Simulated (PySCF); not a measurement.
Ca⁺: ionisation energy

Ca⁺ [Ar] 4s1 (2S) → Ca²⁺ [Ar] (1S), as a difference of total energies. Computed with PySCF 2.14 in aug-cc-pVQZ-X2C (8s7p5d3f2g, 93 functions), with scalar relativity by spin-free X2C-1e. The calculations carry no spin-orbit coupling.

| method | ionisation energy (eV) |
| --- | --- |
| UHF | 11.358 |
| LDA | 12.165 |
| PBE | 12.040 |
| PBE0 | 11.925 |
| r2SCAN | 11.711 |
| wB97X-V | 11.710 |
| M06-2X | 11.871 |

Which method comes closest to the reference value, and which is furthest?

The reference is 11.872 eV (measured; NIST Atomic Spectra Database, ionization energies). Closest: M06-2X (error -0.001 eV); furthest: UHF (error -0.514 eV).
